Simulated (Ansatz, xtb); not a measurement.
Two isomers of C5H7B

We compare X, `C#CBCC=C`, a singlet, with Y, `C#CBC1CC1`, a singlet. Both are isolated molecules in the gas phase, relaxed with r2SCAN-D4/def2-SVP, each in the lowest conformer that the search found.

Quicker runs give these differences E(Y) − E(X): GFN2-xTB −34.04 kJ/mol; HF/STO-3G −40.25 kJ/mol (at GFN2-xTB geometries); r2SCAN-D4/def2-SVP//GFN2-xTB −12.31 kJ/mol.

Q: Estimate E(Y) − E(X) at the level CCSD(T)/def2-SVP + ΔMP2/def2-TZVPP.

A: Too close to call at this level: CCSD(T)/def2-SVP + ΔMP2/def2-TZVPP gives E(Y) − E(X) = +1.89 kJ/mol.

The same difference at several levels:

| level | geometry | E(Y) − E(X) (kJ/mol) | departure from the last row (kJ/mol) | job, with rough time for the two |
| --- | --- | --- | --- | --- |
| GFN2-xTB | GFN2-xTB | −34.04 | −35.94 | optimisation, 0.7 s |
| HF/STO-3G | GFN2-xTB | −40.25 | −42.14 | single point, 0.79 s |
| r2SCAN-D4/def2-SVP//GFN2-xTB | GFN2-xTB | −12.31 | −14.20 | single point, 5 s |
| r2SCAN-D4/def2-SVP | r2SCAN-D4/def2-SVP | −9.69 | −11.58 | optimisation, 62 s |
| HF/def2-SVP | r2SCAN-D4/def2-SVP | +10.90 | +9.01 | part of the CCSD(T) run |
| MP2/def2-SVP | r2SCAN-D4/def2-SVP | −14.32 | −16.21 | part of the CCSD(T) run |
| CCSD(T)/def2-SVP | r2SCAN-D4/def2-SVP | −0.56 | −2.46 | single point |
| CCSD(T)/def2-SVP + ΔMP2/def2-TZVPP | r2SCAN-D4/def2-SVP | +1.89 |  | single point, 62 s |

As drawn, Y has 2 C–C in place of 1 C=C. Structure X has no ring, Y a 3-membered ring.

The largest departure from CCSD(T)/def2-SVP + ΔMP2/def2-TZVPP is that of HF/STO-3G, 42.14 kJ/mol. The last row adds to CCSD(T) the change of the MP2 difference between the two basis sets, here +2.46 kJ/mol.

With thermal terms from frequencies at re-optimised GFN2-xTB minima (ideal gas, soft modes damped towards free rotors, one conformer each, 298.15 K, 1 atm): on the last row, ΔE + ΔZPE = +8.73, ΔH = +6.67, ΔG = +11.61 kJ/mol.

The correlated steps freeze 6 core orbitals. Codes used: Ansatz 0.2.0, xtb 6.7.1; the last row on 2 threads of Intel(R) Xeon(R) Processor @ 2.70GHz on a shared host.
